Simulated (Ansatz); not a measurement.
`NB1CO1` + H₂O → `OB1CO1` + NH₃ at 298.15 K and 1 bar (formal hydrolysis of a B–N bond).

Computed with Ansatz on PBE0-D4/def2-TZVP structures; ΔE is electronic, products minus reactants. CCSD(T)/CBS adds triple-zeta CCSD(T) − MP2 to the extrapolated MP2 energy (def2 sets, frozen cores). This one scheme is used for every species. One conformer a species, not always the lowest.

| species | CCSD(T)/CBS energy (Eh) | H − E (kJ/mol) | S (J/(mol·K)) |
| --- | --- | --- | --- |
| `NB1CO1` | -195.16486 | 175.2 | 277.0 |
| H₂O | -76.37941 | 66.4 | 188.7 |
| `OB1CO1` | -215.03899 | 142.3 | 271.8 |
| NH₃ | -56.50880 | 100.5 | 192.4 |

H − E and S are ideal-gas, rigid-rotor, harmonic terms from PBE0-D4/def2-TZVP, for one conformer and one mirror image of each species. 1 Eh = 2625.50 kJ/mol, R = 8.31446 J/(mol·K).

Task: By hand: ΔE, ΔH, ΔS and ΔG.

Result: ΔE = (-215.03899) + (-56.50880) − (-195.16486) − (-76.37941) = -0.00352 Eh = -9.2 kJ/mol. Δ(H − E) = 142.3 + 100.5 − 175.2 − 66.4 = 1.2, so ΔH = -8.0 kJ/mol. ΔS = 271.8 + 192.4 − 277.0 − 188.7 = -1.5 J/(mol·K). ΔG = -8.0 − 298.15 × (-1.5)/1000 = -7.6 kJ/mol.

Task: By hand: the equilibrium constant, and the temperature at which ΔG would vanish if ΔH and ΔS stayed fixed.

Result: log₁₀ K = −ΔG/(RT ln 10) = 1.3. ΔG = 0 at ΔH/ΔS = 5333 K, far beyond where these terms or the molecules hold.

The number of gas molecules stays the same, so ΔS is small and ΔH decides. A doubt of 5 kJ/mol in ΔE shifts log₁₀ K by 0.9 here. Other conformers and mirror images would add mixing entropy, several J/(mol·K) or more a flexible species. These are equilibria of isolated gas molecules and say nothing of rates. Largest T1 diagnostic: 0.014 (customary marks: 0.02 for closed shells, 0.045 for open ones).
